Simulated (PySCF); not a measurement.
## Germanium: a sound run and one with changed settings

Sound run: Ge [Ar] 3d10 4s2 4p2, Ge⁺ [Ar] 3d10 4s2 4p1. All numbers are calculated (PySCF 2.14, the non-relativistic Hamiltonian (point nucleus), in def2-TZVP (6s5p4d1f, 48 functions)). In the sound run the correlated levels freeze [Ar] 3d10. The sound run starts from symmetry-adapted Hartree-Fock orbitals and uses a fine grid where one is needed.

Changed run: initial guess atom, at most 50 SCF cycles, level shift 0.1 hartree.

```json
{"species": "Ge", "method": "UHF", "sound run (hartree)": "-2075.32100", "changed run (hartree)": "-2075.32100", "converged": "yes"}
{"species": "Ge", "method": "B3LYP", "sound run (hartree)": "-2076.96514", "changed run (hartree)": "-2076.96514", "converged": "yes"}
{"species": "Ge", "method": "PBE0", "sound run (hartree)": "-2076.65516", "changed run (hartree)": "-2076.65516", "converged": "yes"}
{"species": "Ge", "method": "MP2", "sound run (hartree)": "-2075.37094", "changed run (hartree)": "-2075.36554", "converged": "yes"}
{"species": "Ge", "method": "CCSD(T)", "sound run (hartree)": "-2075.38759", "changed run (hartree)": "-2075.38759", "converged": "yes"}
{"species": "Ge⁺", "method": "UHF", "sound run (hartree)": "-2075.04761", "changed run (hartree)": "-2075.04761", "converged": "yes"}
{"species": "Ge⁺", "method": "B3LYP", "sound run (hartree)": "-2076.67538", "changed run (hartree)": "-2076.67538", "converged": "yes"}
{"species": "Ge⁺", "method": "PBE0", "sound run (hartree)": "-2076.36328", "changed run (hartree)": "-2076.36328", "converged": "yes"}
{"species": "Ge⁺", "method": "MP2", "sound run (hartree)": "-2075.08499", "changed run (hartree)": "-2075.08100", "converged": "yes"}
{"species": "Ge⁺", "method": "CCSD(T)", "sound run (hartree)": "-2075.09966", "changed run (hartree)": "-2075.09966", "converged": "yes"}
```

Ionisation energy of Ge:

| method | sound run (eV) | changed run (eV) |
| --- | --- | --- |
| UHF | 7.439 | 7.439 |
| B3LYP | 7.885 | 7.885 |
| PBE0 | 7.942 | 7.942 |
| MP2 | 7.781 | 7.743 |
| SCS-MP2 | 7.708 | 7.677 |
| CCSD | 7.808 | 7.808 |
| CCSD(T) | 7.835 | 7.835 |

A level shift leaves the converged SCF energy unchanged but raises the virtual orbital energies, which shrinks MP2 if it is not removed.

For comparison, NIST gives 7.899 eV between the lowest levels.
